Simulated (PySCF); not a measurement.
Delta-SCF ions had no search for a lower state. Excitations are Tamm–Dancoff values on a coarser integration grid. The basis has no diffuse functions, so Rydberg states are missing or too high.

Species: H₂BrClSi, SMILES `Cl[SiH2]Br` (charge 0, multiplicity 1).

Task: What is the computed HOMO–LUMO gap, S1 excitation (TDA), T1 excitation (TDA), HOMO and vertical ionisation energy (Delta-SCF) (PySCF with PBE0-D4/def2-TZVP)?

Result: 
```yaml
HOMO–LUMO gap: 8.38 eV
S1 excitation (TDA): 6.87 eV
T1 excitation (TDA): 6.42 eV
HOMO: -8.70 eV
vertical ionisation energy (Delta-SCF): 10.90 eV
```
